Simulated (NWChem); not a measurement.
System: CH7NOSi; SMILES C[Si@H](N)O

The following NWChem deck was run.

```
start job
memory heap 200 mb stack 900 mb global 1100 mb
geometry units angstroms noautosym nocenter noautoz
  C     -0.340097     1.696955    -0.183963
  Si    -0.090395    -0.079067     0.349948
  N      1.487727    -0.542069    -0.185997
  O     -1.222906    -1.126505    -0.288783
  H     -0.172093     1.821984    -1.265714
  H      0.347703     2.374108     0.348024
  H     -1.367788     2.022424     0.039395
  H     -0.325039    -0.208998     1.818262
  H      1.912814    -1.409114     0.122863
  H      2.192954     0.164669    -0.358802
  H     -1.099403    -1.323228    -1.222552
end
basis spherical
  * library pcsseg-1
end
dft
  xc kt2
  iterations 150
end
property
  shielding
end
task dft property
```

NWChem printed, in part:

```
             Northwest Computational Chemistry Package (NWChem) 7.3.0
             --------------------------------------------------------

                             Geometry "geometry" -> ""
                             -------------------------

 Output coordinates in angstroms (scale by  1.889725989 to convert to a.u.)

  No.       Tag          Charge          X              Y              Z
 ---- ---------------- ---------- -------------- -------------- --------------
    1 C                    6.0000    -0.34009700     1.69695500    -0.18396300
    2 Si                  14.0000    -0.09039500    -0.07906700     0.34994800
    3 N                    7.0000     1.48772700    -0.54206900    -0.18599700
    4 O                    8.0000    -1.22290600    -1.12650500    -0.28878300
    5 H                    1.0000    -0.17209300     1.82198400    -1.26571400
    6 H                    1.0000     0.34770300     2.37410800     0.34802400
    7 H                    1.0000    -1.36778800     2.02242400     0.03939500
    8 H                    1.0000    -0.32503900    -0.20899800     1.81826200
    9 H                    1.0000     1.91281400    -1.40911400     0.12286300
   10 H                    1.0000     2.19295400     0.16466900    -0.35880200
   11 H                    1.0000    -1.09940300    -1.32322800    -1.22255200

 Effective nuclear repulsion energy (a.u.)     181.5671090749

                              NWChem Property Module
                              ----------------------

  itol2e modified to match energy
  convergence criterion.

                                 NWChem DFT Module
                                 -----------------

 Summary of "ao basis" -> "ao basis" (spherical)
 ------------------------------------------------------------------------------
       Tag                 Description            Shells   Functions and Types
 ---------------- ------------------------------  ------  ---------------------
 C                          pcsseg-1                 7       17   3s3p1d
 Si                         pcsseg-1                10       24   4s5p1d
 N                          pcsseg-1                 7       17   3s3p1d
 O                          pcsseg-1                 7       17   3s3p1d
 H                          pcsseg-1                 3        5   2s1p

  itol2e modified to match energy
  convergence criterion.

            General Information
            -------------------
          SCF calculation type: DFT
          Wavefunction type:  closed shell.
          No. of atoms     :    11
          No. of electrons :    42
           Alpha electrons :    21
            Beta electrons :    21
          Charge           :     0
          Spin multiplicity:     1
          Use of symmetry is: off; symmetry adaption is: off
          Maximum number of iterations: 150
          AO basis - number of functions:   110
                     number of shells:    52
          Convergence on energy requested:  1.00D-07
          Convergence on density requested:  1.00D-05
          Convergence on gradient requested:  5.00D-04

              XC Information
              --------------
                          KT2 Method XC Functional
                        Slater Exchange Functional  1.072 local
                           KT1 gradient correction  1.000 non-local
            Perdew 1991 LDA Correlation Functional  0.577 local

[...]

          -----------------------------------------
          Chemical Shielding Tensors (GIAO, in ppm)
          -----------------------------------------

                                NWChem CPHF Module
                                ------------------

  scftype          =     RHF
  nclosed          =       21
  nopen            =        0
  variables        =     1869
  # of vectors     =        3
  tolerance        = 0.10D-03
  level shift      = 0.00D+00
  max iterations   =       50
  max subspace     =       30

 SCF residual:    2.2517730263849403E-005

Iterative solution of linear equations
  No. of variables     1869
  No. of equations        3
  Maximum subspace       30
        Iterations       50
       Convergence  1.0D-04

   iter   nsub   residual    time
   ----  ------  --------  ---------
     1      3    4.08D-06      42.0

      Atom:    1  C
        Diamagnetic
    253.9672     -1.2222      0.5156
     -1.2222    261.3370     -1.4377
      0.5156     -1.4377    253.5840

        Paramagnetic
    -73.1263      1.0598      0.9436
      1.0598    -69.8339     -3.7515
      0.9436     -3.7515    -76.0562

        Total Shielding Tensor
    180.8409     -0.1624      1.4592
     -0.1624    191.5031     -5.1891
      1.4592     -5.1891    177.5278

           isotropic =     183.2906
          anisotropy =      14.9385

          Principal Components and Axis System
                 1           2           3
              193.2497    181.1438    175.4784

      1        -0.0497      0.9689     -0.2424
      2         0.9471      0.1228      0.2967
      3        -0.3172      0.2148      0.9237

      Atom:    2  Si
        Diamagnetic
    885.7542      0.7220      0.0425
      0.7220    885.9141      0.4702
      0.0425      0.4702    880.4591

        Paramagnetic
   -505.5553      5.6180     25.6101
      5.6180   -497.9635      5.6288
     25.6101      5.6288   -532.0662

        Total Shielding Tensor
    380.1989      6.3400     25.6526
      6.3400    387.9506      6.0990
     25.6526      6.0990    348.3929

           isotropic =     372.1808
          anisotropy =      42.2530

          Principal Components and Axis System
                 1           2           3
              400.3495    382.1748    334.0182

      1         0.7096     -0.5152     -0.4807
      2         0.5680      0.8220     -0.0425
      3         0.4170     -0.2428      0.8759

      Atom:    3  N
        Diamagnetic
    330.7758     -4.0833     -7.3317
     -4.0833    322.8067     -3.5798
     -7.3317     -3.5798    303.6452

        Paramagnetic
    -75.0357     -5.9443      1.4997
     -5.9443    -87.5619     13.1349
      1.4997     13.1349   -101.4585

        Total Shielding Tensor
    255.7401    -10.0275     -5.8320
    -10.0275    235.2447      9.5550
     -5.8320      9.5550    202.1867

           isotropic =     231.0572
          anisotropy =      45.2733

          Principal Components and Axis System
                 1           2           3
              261.2393    232.4822    199.4499

      1         0.9014      0.4292      0.0571
      2        -0.4045      0.8818     -0.2425
      3        -0.1545      0.1955      0.9685

      Atom:    4  O
        Diamagnetic
    388.6523     11.9068      5.1070
     11.9068    387.4578     11.5608
      5.1070     11.5608    396.5428

        Paramagnetic
    -97.7288     -8.0398    -14.5663
     -8.0398   -141.7567     11.0330
    -14.5663     11.0330   -128.0408

        Total Shielding Tensor
    290.9235      3.8670     -9.4593
      3.8670    245.7011     22.5939
     -9.4593     22.5939    268.5020

           isotropic =     268.3755
          anisotropy =      39.8012

          Principal Components and Axis System
                 1           2           3
              294.9096    279.5655    230.6514

      1         0.8945      0.4254     -0.1372
      2        -0.1265      0.5354      0.8351
      3        -0.4287      0.7297     -0.5328

      Atom:    5  H
        Diamagnetic
     24.7344     -0.2068     -1.5998
     -0.2068     28.6398     -4.4015
     -1.5998     -4.4015     39.0126

        Paramagnetic
      3.2976     -0.2136      0.8749
     -0.2136      1.0660      1.6938
      0.8749      1.6938     -3.1326

        Total Shielding Tensor
     28.0320     -0.4204     -0.7249
     -0.4204     29.7058     -2.7076
     -0.7249     -2.7076     35.8799

           isotropic =      31.2059
          anisotropy =       8.5875

          Principal Components and Axis System
                 1           2           3
               36.9309     29.0763     27.6106

      1        -0.0598     -0.5146      0.8554
      2        -0.3472      0.8141      0.4654
      3         0.9359      0.2692      0.2274

      Atom:    6  H
        Diamagnetic
     29.9196      5.6695      4.0783
      5.6695     35.4334      4.5573
      4.0783      4.5573     27.3311

        Paramagnetic
      1.0045     -2.5145     -1.7398
     -2.5145     -1.5116     -1.4985
     -1.7398     -1.4985      1.6534

        Total Shielding Tensor
     30.9241      3.1550      2.3385
      3.1550     33.9218      3.0588
      2.3385      3.0588     28.9846

           isotropic =      31.2768
          anisotropy =       9.5169

          Principal Components and Axis System
                 1           2           3
               37.6214     28.9853     27.2237

      1         0.5016      0.7844     -0.3648
      2         0.7637     -0.5996     -0.2391
      3         0.4063      0.1587      0.8999

      Atom:    7  H
        Diamagnetic
     37.2880     -6.2170     -2.3598
     -6.2170     30.0144      0.5571
     -2.3598      0.5571     24.3354

        Paramagnetic
     -1.9689      2.3896      0.8669
      2.3896      0.2622      0.0883
      0.8669      0.0883      3.1312

        Total Shielding Tensor
     35.3191     -3.8273     -1.4929
     -3.8273     30.2765      0.6454
     -1.4929      0.6454     27.4666

[...]
```

Level: KT2/pcSseg-1, GIAO. Coordinates come from a PBE0/def2-SVP optimisation. The printed shielding anisotropy is the first printed principal value minus the mean of the other two.
